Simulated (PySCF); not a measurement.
Excitation energy of Be by level of theory

Be [He] 2s2 (1S) → Be [He] 2p2 (3P), as a difference of total energies. All numbers are calculated (PySCF 2.14, the spin-free X2C one-electron Hamiltonian (Gaussian nucleus), in aug-cc-pCVTZ-DK). Correlated levels: valence and next inner shell: nothing frozen. The calculations carry no spin-orbit coupling.

| method | excitation energy (eV) | error (eV) |
| --- | --- | --- |
| UHF | 6.449 | -0.952 |
| MP2 (valence and next inner shell) | 7.069 | -0.332 |
| SCS-MP2 (valence and next inner shell) | 7.348 | -0.053 |
| CCSD (valence and next inner shell) | 7.421 | +0.020 |
| CCSD(T) (valence and next inner shell) | 7.430 | +0.029 |

Reference: 7.401 eV (measured; NIST levels, between the centres of gravity of the two terms).

Errors of the correlated levels include the incompleteness of this basis.
